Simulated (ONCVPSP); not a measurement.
Before and after: ONCV potential for Cd

* Element: Cd
* Generator: ONCVPSP 4.0.1
* Type: optimised norm-conserving Vanderbilt (ONCV)
* Functional: PBE
* Relativity: scalar-relativistic
* Frozen core: [Ar] 3d10
* Valence charge: 20
* Reference configuration: 4s2 4p6 4d10 5s1 5p1
* Partial waves: 4s+5s: rc 1.65 bohr, ncon 3, nbas 6, qcut 5.6 1/bohr, 2 projectors; 4p+5p: rc 1.45 bohr, ncon 5, nbas 9, qcut 9.9 1/bohr, 2 projectors; 4d: rc 1.15 bohr, ncon 4, nbas 7, qcut 9.9 1/bohr, 2 projectors, debl 1.4 Ha
* Local potential: polynomial inside 0.85 bohr (lpopt 5, dvloc0 2 Ha)
* Core correction: Teter function, fcfact 3.75, rcfact 1.6

Change: d: qcut 5.8.

Cutoffs: the cutoffs (Ha) at which the residual kinetic energy of the hardest occupied pseudo-wave falls to 1 and 0.1 mHa per electron; they do not see the model core or the augmentation charge, which bear on the density cutoff. Errors are all-electron minus pseudo energies relative to the spin-unpolarised reference configuration.

**Question.** Predict the effect on cutoff, ghosts and configuration errors.

**Answer.** The potential gets harder (38 Ha and 45 Ha → 117 Ha and 136 Ha); a bound ghost appears in d, which as a rule spoils a file; the errors of the 4 common tests hardly move.

```tsv
quantity	base	changed
cutoff, loose	38 Ha	117 Ha
cutoff, tight	45 Ha	136 Ha
loose cutoff by channel	s 10 Ha, p 34 Ha, d 38 Ha	s 10 Ha, p 34 Ha, d 117 Ha
bound ghosts	none	d
GHOST(+) flags under 300 eV	s at 68.5 eV	s at 68.5 eV
error for 4s2 4p6 4d10 5s2 5p0, meV [ΔE -4.67 eV]	-0.7	-0.8
error for 4s2 4p6 4d10 5s1 5p0, meV [ΔE 4.61 eV]	-0.8	-0.8
error for 4s2 4p6 4d10 5s0 5p0, meV [ΔE 21.73 eV]	-6.0	-6.5
error for 4s2 4p6 4d10 5s0 5p2, meV [ΔE 5.00 eV]	-2.0	-2.1
s: phases at 1.68 bohr within 0.05 rad from the reference energy up to (Ha; the scan ends near 5)	1.9	1.9
p: phases at 1.47 bohr within 0.05 rad from the reference energy up to (Ha; the scan ends near 5)	to the end of the scan	to the end of the scan
d: phases at 1.17 bohr within 0.05 rad from the reference energy up to (Ha; the scan ends near 5)	to the end of the scan	to the end of the scan
rms error of d²Exc/dni dnj with the model core, mHa	2.43	2.43
```

 A true bound ghost makes a file unfit for plane-wave use even where its test errors are small: the radial tests pick states by their node count and pass the ghost by.
